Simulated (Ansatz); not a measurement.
Species: AlCl2, net charge -1, singlet state. 
Structure (B3LYP-D3(BJ)/def2-TZVP (Ansatz, a quantum-chemistry and plane-wave program) minimum search):
```
Al
Cl 1 2.3098
Cl 1 2.3098 2 99.04
```
Charge -1, spin multiplicity 1.

Parts of the frozen-core correlation energy in STO-3G (Ansatz, hartree). Frozen orbitals: 15; correlated occupied orbitals by spin: 9 and 9; virtual: 3 and 3. No spin-orbit coupling. No relativistic terms.

| term | value |
|---|---|
| reference (HF) | -1148.21655 |
| MP2 opposite-spin | -0.02131 |
| MP2 same-spin | [?] |
| CCSD correlation | [?] |
| (T) | [?] |
| FCI minus CCSD(T) | -0.00004 |
| T1 diagnostic | 0.005 |
| largest doubles amplitude | 0.116 |

**Question.** Complete the blanks.

**Answer.** 
- MP2 same-spin, value: -0.00127
- CCSD correlation, value: -0.03387
- (T), value: -0.00039
